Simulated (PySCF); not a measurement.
# Dipole moment and polarisability of `CC(=O)[SiH2]CCl`

C₃H₇ClOSi.
Geometry (GFN2-xTB, Å), atoms numbered from 1 in this order:
```
atom  x, y, z in Å
C1    -2.2925    0.0457   -0.2580
C2    -0.9350   -0.2974   -0.8056
O3    -0.7901   -0.9399   -1.8201
Si4    0.5927    0.3387    0.1927
C5     2.1416   -0.2511   -0.7440
Cl6    3.6006    0.3047    0.1271
H7    -3.0837   -0.3550   -0.8875
H8    -2.3804   -0.3554    0.7489
H9    -2.3836    1.1272   -0.1905
H10    0.5512    1.8008    0.2491
H11    0.5565   -0.2371    1.5379
H12    2.2113   -1.3349   -0.8094
H13    2.2070    0.1544   -1.7514
```

Level: B3LYP/def2-SVPD (PySCF), static field, nuclei fixed, core orbitals frozen in the response. The polarisability tensor in these axes (au):

```
x   102.66   2.85   4.35
y     2.85  68.27   7.42
z     4.35   7.42  75.25
```

What are the eigenvalues, a third of the trace, and Δα (Δα² = ½Σ(αi − αj)² over the three pairs)?

Principal values 63.56, 78.82 and 103.80 au; mean 82.06 au = 12.16 Å³ = 13.53 × 10⁻⁴⁰ C²·m²/J; Δα = 35.19 au (43 % of the mean).

What is the dipole moment, and where does it point?

(-2.06, 0.73, 1.16) D, 2.47 D in size, pointing from the negative to the positive side. Measured along this direction, the outermost atoms are Cl6 at the negative end and H9 and H8 at the positive end.

What would n − 1 = 2πNα be for an ideal gas of these molecules at 500 K and 1 atm, electronic part alone?

N = p/kT = 1.4678 × 10¹⁹ cm⁻³, so n − 1 = 2π × N × 12.16 × 10⁻²⁴ cm³ = 1121 × 10⁻⁶ at long wavelengths.

What depolarisation ratio follows for Rayleigh scattering of linearly polarised light, taking the static tensor?

ρ = 3Δα²/(45ᾱ² + 4Δα²) = 3714.0/(303007 + 4952.0) = 0.0121.

Orientational against electronic polarisability at 250 K (dilute gas, rigid molecules)?

In Gaussian units μ²/3kT = 59.08 Å³ against 12.16 Å³, a ratio of 4.86; the Debye molar polarisation (4π/3)N_A(α + μ²/3kT) is 179.7 cm³/mol, leaving out the vibrational part.

Give the eigenvalues of the traceless quadrupole moment Θ = ½Σq(3rr − r²1), origin at the centre of nuclear charge.

-12.48, 4.46, 8.02 D·Å. The values depend on the origin, since the dipole doesn't vanish. The electronic extent ⟨r²⟩ about the same centre is 1307 bohr², a root-mean-square distance of 2.39 Å for the 64 electrons.

One conformer (not necessarily the lowest) at the GFN2-xTB geometry, without solvent, vibrations or thermal averaging.
